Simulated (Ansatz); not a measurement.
Geometry optimisation, DFT PBE, scalar-relativistic, plane waves, PAW in Ansatz 0.2.0.

Input:

```yaml
crystal:
  lattice:
    - [4.58, 0.0, 0.0]
    - [2.29, 3.966396, 0.0]
    - [0.0, 0.0, 17.382645]
  atoms:
    - { symbol: Be, position: [-0.1666667, 0.3333333, 0.0575286] }
    - { symbol: Be, position: [0.3333333, 0.3333333, 0.0575286] }
    - { symbol: Be, position: [-0.1666667, 0.8333333, 0.0575286] }
    - { symbol: Be, position: [0.3333333, 0.8333333, 0.0575286] }
    - { symbol: Be, position: [0.0, 0.0, 0.1607474] }
    - { symbol: Be, position: [0.5, 0.0, 0.1607474] }
    - { symbol: Be, position: [0.0, 0.5, 0.1607474] }
    - { symbol: Be, position: [0.5, 0.5, 0.1607474] }
    - { symbol: Be, position: [-0.1666667, 0.3333333, 0.2639662] }
    - { symbol: Be, position: [0.3333333, 0.3333333, 0.2639662] }
    - { symbol: Be, position: [-0.1666667, 0.8333333, 0.2639662] }
    - { symbol: Be, position: [0.3333333, 0.8333333, 0.2639662] }
    - { symbol: Be, position: [0.0, 0.0, 0.3671849] }
    - { symbol: Be, position: [0.5, 0.0, 0.3671849] }
    - { symbol: Be, position: [0.0, 0.5, 0.3671849] }
    - { symbol: Be, position: [0.5, 0.5, 0.3671849] }
    - { symbol: B, position: [0.2446998, 0.2952965, 0.4546285] }
basis:
  ecutwfc: 420.0
kpoints:
  mp_grid: { grid: [4, 4, 1] }
hamiltonian:
  xc: pbe
scf:
  occupations: { method: fermi_dirac, width: 0.15 }
  lower_state_search: "off"
relax:
  f_tol: 0.03
  max_steps: 60
  adjacent_minimum: "off"
  constraints: [{ sites: [0, 1, 2, 3] }]
```

Launched with:

```bash
$ ansatz run input.yaml --threads 1 --pin off --max-ram 3072MiB --backend cpu --events-out ev --progress --plain --runs-dir out
```

Problem. Where does it end, and by what steps?

Solution. The forces met the threshold. Limits of this set-up: coarse k mesh, thin slab, slab without dipole correction, odd electron count without spin. After 6 steps the energy has fallen by 0.590 eV; B17 moved furthest, 0.47 Å. Joined: Be13–B17.

```json
{"step": "0", "energy less start (eV)": "0.0000", "largest force component (eV/Å)": "0.816", "accepted": "yes"}
{"step": "1", "energy less start (eV)": "-0.2244", "largest force component (eV/Å)": "1.025", "accepted": "yes"}
{"step": "2", "energy less start (eV)": "-0.4528", "largest force component (eV/Å)": "0.537", "accepted": "yes"}
{"step": "3", "energy less start (eV)": "-0.5841", "largest force component (eV/Å)": "0.161", "accepted": "yes"}
{"step": "4", "energy less start (eV)": "-0.5877", "largest force component (eV/Å)": "0.194", "accepted": "yes"}
{"step": "5", "energy less start (eV)": "-0.5894", "largest force component (eV/Å)": "0.038", "accepted": "yes"}
{"step": "6", "energy less start (eV)": "-0.5902", "largest force component (eV/Å)": "0.005", "accepted": "yes"}
```

```xyz
17
Lattice="4.5800 0.0000 0.0000 2.2900 3.9664 0.0000 0.0000 0.0000 17.3826" Properties=species:S:1:pos:R:3
Be 0.000 1.322 1.000
Be 2.290 1.322 1.000
Be 1.145 3.305 1.000
Be 3.435 3.305 1.000
Be 0.012 0.007 2.792
Be 2.289 -0.001 2.795
Be 1.143 1.983 2.795
Be 3.443 1.988 2.797
Be -0.026 1.326 4.594
Be 2.265 1.308 4.586
Be 1.188 3.331 4.571
Be 3.425 3.281 4.594
Be 0.204 0.118 6.549
Be 2.397 -0.099 6.290
Be 1.113 2.126 6.289
Be 3.297 1.904 6.539
B 1.788 1.033 7.449
```

Whether the end is a true minimum wasn't checked by a vibrational analysis.

Run time: 52 s on 1 CPU thread of a shared host.
